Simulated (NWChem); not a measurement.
System: GeBr2, singlet; SMILES [Br][Ge][Br]

Here is an NWChem input.

```
start job
memory heap 200 mb stack 900 mb global 1100 mb
geometry units angstroms noautoz
  Ge     0.000000     0.000000     1.021120
  Br     1.813687     0.000000    -0.466277
  Br    -1.813687     0.000000    -0.466277
end
basis spherical
  * library 6-31g*
end
dft
  xc becke88 perdew86
  iterations 150
  mulliken
end
task dft energy
```

NWChem printed, in part:

```
             Northwest Computational Chemistry Package (NWChem) 7.3.0
             --------------------------------------------------------

 C2V symmetry detected

                             Geometry "geometry" -> ""
                             -------------------------

 Output coordinates in angstroms (scale by  1.889725989 to convert to a.u.)

  No.       Tag          Charge          X              Y              Z
 ---- ---------------- ---------- -------------- -------------- --------------
    1 Ge                  32.0000     0.00000000     0.00000000     1.02076265
    2 Br                  35.0000     1.81368700     0.00000000    -0.46663435
    3 Br                  35.0000    -1.81368700     0.00000000    -0.46663435

 Effective nuclear repulsion energy (a.u.)     684.0631548854

      Symmetry information
      --------------------

 Group name             C2v
 Group number             16
 Group order               4
 No. of unique centers     2

  perdew86 is a nonlocal functional; adding perdew81 local functional.

                                 NWChem DFT Module
                                 -----------------

 Summary of "ao basis" -> "ao basis" (spherical)
 ------------------------------------------------------------------------------
       Tag                 Description            Shells   Functions and Types
 ---------------- ------------------------------  ------  ---------------------
 Ge                          6-31g*                 12       32   5s4p3d
 Br                          6-31g*                 12       32   5s4p3d

      Symmetry analysis of basis
      --------------------------

        a1         37
        a2         13
        b1         29
        b2         17

            General Information
            -------------------
          SCF calculation type: DFT
          Wavefunction type:  closed shell.
          No. of atoms     :     3
          No. of electrons :   102
           Alpha electrons :    51
            Beta electrons :    51
          Charge           :     0
          Spin multiplicity:     1
          Use of symmetry is: on ; symmetry adaption is: on
          Maximum number of iterations: 150
          AO basis - number of functions:    96
                     number of shells:    36
          Convergence on energy requested:  1.00D-06
          Convergence on density requested:  1.00D-05
          Convergence on gradient requested:  5.00D-04

              XC Information
              --------------
                    Becke 1988 Exchange Functional  1.000
                Perdew 1981 Correlation Functional  1.000 local
                Perdew 1986 Correlation Functional  1.000 non-local

             Grid Information
             ----------------
          Grid used for XC integration:  medium
          Radial quadrature: Mura-Knowles
          Angular quadrature: Lebedev.
          Tag              B.-S. Rad. Rad. Pts. Rad. Cut. Ang. Pts.
          ---              ---------- --------- --------- ---------
          Ge                  1.25      112           9.0       590
          Br                  1.15      112          11.0       590
          Grid pruning is: on
          Number of quadrature shells:   224
          Spatial weights used:  Erf1

      Superposition of Atomic Density Guess
      -------------------------------------

 Sum of atomic energies:       -7219.19599354

      Non-variational initial energy
      ------------------------------

 Total energy =   -7219.477077
 1-e energy   =  -11423.043551
 2-e energy   =    3519.503319
 HOMO         =      -0.279290
 LUMO         =      -0.053279

      Symmetry analysis of molecular orbitals - initial
      -------------------------------------------------

  Numbering of irreducible representations:

     1 a1          2 a2          3 b1          4 b2

  Orbital symmetries:

     1 b1          2 a1          3 a1          4 a1          5 b1
     6 b1          7 a1          8 b1          9 b2         10 a2
    11 a1         12 a1         13 b1         14 a1         15 b2
    16 a1         17 b1         18 a1         19 b1         20 a1
    21 b2         22 b1         23 a2         24 a1         25 b1
    26 a1         27 b2         28 a1         29 b1         30 a1
    31 b2         32 a2         33 b1         34 a1         35 b2
    36 a2         37 b1         38 b1         39 a1         40 a2
    41 a1         42 b2         43 a1         44 b1         45 a1
    46 b1         47 a1         48 b2         49 a2         50 b1
    51 a1         52 b2         53 a1         54 b1         55 a1
    56 b1         57 a1         58 b2         59 b1         60 a1
    61 a1

     ---------------------------------------------
      Total Density - Mulliken Population Analysis
     ---------------------------------------------

    Atom       Charge   Shell Charges
 -----------   ------   -------------------------------------------------------
    1 Ge  32    31.04   2.00  2.00  6.00  2.00  5.99  1.53  0.83  0.43  0.16  6.89  2.96  0.24
    2 Br  35    35.48   2.00  2.00  6.00  2.00  5.99  1.57  3.97  0.38  1.56  6.97  2.93  0.12
    3 Br  35    35.48   2.00  2.00  6.00  2.00  5.99  1.57  3.97  0.38  1.56  6.97  2.93  0.12

   convergence    iter        energy       DeltaE   RMS-Dens  Diis-err
 ---------------- ----- ----------------- --------- --------- ---------
 d= 0,ls=0.0,diis     1  -7225.2382278607 -7.91D+03  2.57D-02  6.06D-01
 d= 0,ls=0.0,diis     2  -7224.8312920413  4.07D-01  2.02D-02  2.70D+00
 d= 0,ls=0.0,diis     3  -7225.3150200663 -4.84D-01  3.67D-03  1.09D-01
 d= 0,ls=0.0,diis     4  -7225.3280529637 -1.30D-02  4.65D-04  1.46D-02
 d= 0,ls=0.0,diis     5  -7225.3285784969 -5.26D-04  3.60D-04  8.84D-04
  Resetting Diis
 d= 0,ls=0.0,diis     6  -7225.3287600003 -1.82D-04  3.14D-05  4.11D-06
 d= 0,ls=0.0,diis     7  -7225.3287605123 -5.12D-07  3.34D-05  1.15D-06
 d= 0,ls=0.0,diis     8  -7225.3287602314  2.81D-07  2.31D-05  2.84D-06
 d= 0,ls=0.0,diis     9  -7225.3287606584 -4.27D-07  4.59D-06  2.08D-07

         Total DFT energy =    -7225.328760658384
      One electron energy =   -11422.132292863856
           Coulomb energy =     3775.166160498909
    Exchange-Corr. energy =     -262.425783178791
 Nuclear repulsion energy =      684.063154885355

 Numeric. integr. density =      102.000000441630

                  Occupations of the irreducible representations
                  ----------------------------------------------

                     irrep           alpha         beta
                     --------     --------     --------
                     a1               21.0         21.0
                     a2                6.0          6.0
                     b1               16.0         16.0
                     b2                8.0          8.0

                       DFT Final Molecular Orbital Analysis
                       ------------------------------------

 Vector   49  Occ=2.000000D+00  E=-2.765455D-01  Symmetry=a2
              MO Center=  6.5D-14, -1.8D-16, -4.4D-01, r^2= 4.7D+00
   Bfn.  Coefficient  Atom+Function         Bfn.  Coefficient  Atom+Function
  ----- ------------  ---------------      ----- ------------  ---------------
    44      0.554174  2 Br py                76     -0.554174  3 Br py
    40     -0.249666  2 Br py                48      0.249713  2 Br py
    72      0.249666  3 Br py                80     -0.249713  3 Br py
    36      0.074954  2 Br py                68     -0.074954  3 Br py
    28      0.044390  1 Ge d -2              18     -0.029973  1 Ge d -2

 Vector   50  Occ=2.000000D+00  E=-2.616119D-01  Symmetry=b1
              MO Center=  3.9D-14, -4.8D-16, -4.1D-01, r^2= 4.9D+00
   Bfn.  Coefficient  Atom+Function         Bfn.  Coefficient  Atom+Function
  ----- ------------  ---------------      ----- ------------  ---------------
    43      0.464895  2 Br px                75      0.464895  3 Br px
    45      0.333508  2 Br pz                77     -0.333508  3 Br pz
    39     -0.207536  2 Br px                71     -0.207536  3 Br px
    47      0.201458  2 Br px                79      0.201458  3 Br px
    41     -0.149995  2 Br pz                73      0.149995  3 Br pz

 Vector   51  Occ=2.000000D+00  E=-2.529142D-01  Symmetry=a1
              MO Center= -3.2D-15, -1.2D-15,  1.6D-01, r^2= 4.8D+00
   Bfn.  Coefficient  Atom+Function         Bfn.  Coefficient  Atom+Function
  ----- ------------  ---------------      ----- ------------  ---------------
    45      0.479696  2 Br pz                77      0.479696  3 Br pz
    10      0.424911  1 Ge s                 13     -0.306031  1 Ge pz
    14     -0.229168  1 Ge s                 49      0.224622  2 Br pz
    81      0.224622  3 Br pz                41     -0.214380  2 Br pz
    73     -0.214380  3 Br pz                 6     -0.163387  1 Ge s

 Vector   52  Occ=0.000000D+00  E=-1.498344D-01  Symmetry=b2
              MO Center= -1.4D-14,  1.1D-15,  7.8D-01, r^2= 3.4D+00
   Bfn.  Coefficient  Atom+Function         Bfn.  Coefficient  Atom+Function
  ----- ------------  ---------------      ----- ------------  ---------------
    12      0.757023  1 Ge py                16      0.349768  1 Ge py
    44     -0.273291  2 Br py                76     -0.273291  3 Br py
     8     -0.260602  1 Ge py                48     -0.186936  2 Br py
    80     -0.186936  3 Br py                40      0.119628  2 Br py
    72      0.119628  3 Br py                 4      0.077741  1 Ge py

[...]
```

Level: BP86/6-31G* (spherical d). Low-valent species are run as closed-shell singlets; no triplet was tried in these runs. Geometry: optimised at PBE0/def2-SVP.
